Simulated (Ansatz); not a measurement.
`NC([SiH3])[SiH2]O` + `[NH2][Mg][OH]` → `[NH2][Mg][O][SiH3]` + `NC[SiH2]O`  (ligand exchange at the Si–C bond)

Gas-phase electronic energies from Ansatz, PBE0-D4/def2-TZVP geometries. CBS: MP2 limit from def2 TZ/QZ plus the TZ coupled-cluster correction, frozen cores. DFT in def2-TZVPP. B3LYP here is the variant with VWN-RPA as its local correlation; programs differ in this. For Mg outer-core shells are correlated without core-valence functions, which leaves a few kJ/mol of doubt a bond. Each species was taken in one conformer, which may not be the lowest.

| level | ΔE (kJ/mol) | difference from CCSD(T)/CBS |
| --- | --- | --- |
| PBE-D4 | -116.1 | 18.8 |
| r2SCAN-D4 | -131.0 | 3.9 |
| PBE0-D4 | -123.9 | 11.0 |
| B3LYP-D4 | -131.7 | 3.2 |
| ωB97X-V | -132.0 | 2.9 |
| ωB97M-V | -130.4 | 4.5 |
| B2PLYP | -139.7 | -4.8 |
| PBE | -121.4 | 13.5 |
| r2SCAN | -132.5 | 2.4 |
| PBE0 | -128.7 | 6.2 |
| B3LYP | -140.2 | -5.3 |
| HF/def2-TZVPP | -163.0 | -28.1 |
| MP2/def2-TZVPP | -134.9 | 0.0 |
| SCS-MP2/def2-TZVPP | -141.1 | -6.2 |
| CCSD/def2-TZVPP | -139.4 | -4.5 |
| CCSD(T)/def2-TZVPP | -135.5 | -0.6 |
| HF/def2-QZVPP | -165.0 | -30.1 |
| MP2/def2-QZVPP | -135.2 | -0.3 |
| SCS-MP2/def2-QZVPP | -141.4 | -6.5 |
| HF/CBS(def2) | -165.2 | -30.3 |
| MP2/CBS(def2) | -134.3 | 0.6 |
| CCSD/CBS(def2) | -138.8 | -3.9 |
| CCSD(T)/CBS | -134.9 | 0 |

Largest T1 diagnostic among the species: 0.011.

In def2-TZVPP, CCSD(T) changes the Hartree–Fock value by +27.4 kJ/mol (the triples alone add +3.9 kJ/mol) and MP2 by +28.1 kJ/mol. The D4 term adds +8.5 kJ/mol with B3LYP and +4.8 kJ/mol with PBE0; it sums over pairs of atoms, weighted by their polarisabilities, and B3LYP, whose exchange is more repulsive, gets the larger term. From PBE to PBE0 (25 % exact exchange), in def2-TZVPP and without D4, ΔE moves by −7.2 kJ/mol.
